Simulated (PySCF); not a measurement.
Species: C₆H₁₄N₂Si₂.
Atom-mapped SMILES: `[CH3:1][N:2]([CH3:3])[Si@H:4]1[CH:5]=[CH:6][Si@H:7]([NH2:8])[CH:9]=[CH:10]1` (hydrogens: H11, H12, H13 on C1; H14, H15, H16 on C3; H17 on Si4; H18 on C5; H19 on C6; H20 on Si7; H21, H22 on N8; H23 on C9; H24 on C10)

Level: PBE0/pcSseg-1 in PySCF, non-relativistic, on one gas-phase PBE0-D3(BJ)/def2-SVP geometry that isn't relaxed in the solvent. The solvent is an IEF-PCM continuum (van der Waals radii × 1.2). Specific hydrogen bonds and non-electrostatic terms are outside this model.

Gas phase at PBE0/pcSseg-1: HOMO -6.10 eV, LUMO -1.08 eV, dipole 0.63 D.

Question: What does the continuum do to the energy, the frontier levels and the dipole at PBE0/pcSseg-1 in acetonitrile and water?

Answer: 
```tsv
solvent	ε	E(solvent) − E(gas) (kJ/mol)	polarisation term (kJ/mol)	distortion of the solute (kJ/mol)	HOMO (eV)	LUMO (eV)	dipole (D)
acetonitrile	35.69	-19.32	-20.98	1.66	-6.10	-1.12	0.75
water	78.36	-19.85	-21.61	1.76	-6.10	-1.12	0.76
```

Polarisation term: ½ Σ q·V over the induced surface charges. Distortion: the rise of the solute's own energy as its density leaves the gas-phase optimum. From acetonitrile to water the lowering changes by a factor 1.03, Onsager's factor (ε − 1)/(2ε + 1) by 1.02 and ε itself by 2.2.

Question: Which ESP-fitted charges (PBE0/pcSseg-1) respond most in acetonitrile (means over atoms taken as equivalent)?

Answer: 
| atoms | environment | gas (e) | solvent (e) | change |
| --- | --- | --- | --- | --- |
| N8 | silicon-bound nitrogen | -1.088 | -1.171 | -0.083 |
| Si7 | SiH silicon | +0.927 | +0.974 | +0.047 |
| H21/H22 | N–H hydrogen | +0.396 | +0.432 | +0.036 |
| N2 | silicon-bound nitrogen | -0.167 | -0.192 | -0.025 |
| C5/C10 | alkene CH carbon | -0.120 | -0.142 | -0.022 |
| Si4 | SiH silicon | +0.342 | +0.361 | +0.019 |
| C6/C9 | alkene CH carbon | -0.463 | -0.480 | -0.017 |
| H20 | Si–H hydrogen | -0.171 | -0.187 | -0.016 |
| H18/H24 | vinylic hydrogen | +0.115 | +0.129 | +0.014 |
| H19/H23 | vinylic hydrogen | +0.165 | +0.176 | +0.011 |
| H17 | Si–H hydrogen | -0.094 | -0.100 | -0.006 |
| H11 (×6) | methyl hydrogen | +0.119 | +0.124 | +0.005 |

Question: How do the nuclear quadrupole coupling constants eQVzz/h respond in acetonitrile?

Answer: 
```tsv
nucleus	Q (barn)	gas (MHz)	solvent (MHz)	η gas	η solvent
14N at N2	0.02044	-5.49	-5.43	0.35	0.34
14N at N8	0.02044	-4.61	-4.38	0.31	0.28
```

Conformer computed: `[CH3:1][N:2]([CH3:3])[Si@H:4]1[CH:5]=[CH:6][Si@H:7]([NH2:8])[CH:9]=[CH:10]1`: C1–N2–Si4–C5 -68°, H–N8–Si7–C6 156°, H–N8–Si7–C6 -62°.
